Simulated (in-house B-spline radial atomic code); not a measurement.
## RPA and G0W0 on LDA exchange-only: K⁴⁺

Configuration [Ne] 3s2 3p3, highest spin, mean-field start LDA exchange-only. Computed with an all-electron radial atomic-structure program (B-spline basis): all electrons, scalar-relativistic (spin-free one-electron X2C), finite nucleus, each spin shell either full or empty, empty states to l = 9 with an (l + 1/2)⁻⁴ tail; G0W0 by contour deformation at full frequency.

Command:
```bash
python run_gw.py task.json out
```
Settings (radii: box in bohr, nucleus in fm):
```
Z                        19
electrons                15
configuration            [Ne] 3s2 3p3
hamiltonian              x2c
method                   lda,
lmax                     9
rms_radius               3.4349
spin_polarised           True
box_radius               11.96
intervals                69
```

Run time, properties included: 1.4 s on 1 thread of AMD EPYC 7R13 Processor, with other jobs on the host.

Energies (hartree):

```json
{"term": "mean-field total", "value": "-593.95960"}
{"term": "Hartree-Fock functional on these orbitals", "value": "-596.36478"}
{"term": "direct second order", "value": "-1.0818"}
{"term": "second-order exchange", "value": "0.39462"}
{"term": "SOSEX correction", "value": "0.35533"}
```

**Question.** What is the RPA correlation energy, and what remains with SOSEX?

**Answer.** RPA gives -0.94275 hartree (-1.71 eV per electron); RPA + SOSEX gives -0.58742, and the second-order doubles -0.68721 hartree (no singles). SOSEX takes back 38 % of the RPA value.

Quasi-particle levels (eV):

```json
{"level": "3p up", "occupied": "yes", "mean field": "-72.01", "Σx - vxc": "-10.01", "Σc": "?", "QP weight": "?", "G0W0": "?"}
{"level": "3s down", "occupied": "yes", "mean field": "-83.95", "Σx - vxc": "-8.15", "Σc": "-2.57", "QP weight": "0.945", "G0W0": "-94.68"}
{"level": "3p down", "occupied": "no", "mean field": "-66.25", "Σx - vxc": "7.97", "Σc": "-3.30", "QP weight": "0.941", "G0W0": "-61.58"}
```

G0W0 = mean field + (Σx - vxc) + Σc, with Σc (partial-wave tail included) taken at the quasi-particle energy. Only the outer levels were computed. Levels of low weight are left out.

**Question.** Where does G0W0 put 3p up?

**Answer.** At -81.97 eV, with Σc = 0.05 eV and a quasi-particle weight of 0.935. The tabulated removal energy is 82.66 ± 0.16 eV (NIST, semi-empirical); the calculation leaves out spin-orbit coupling, Breit and QED terms, and what these don't explain is the method's own error.
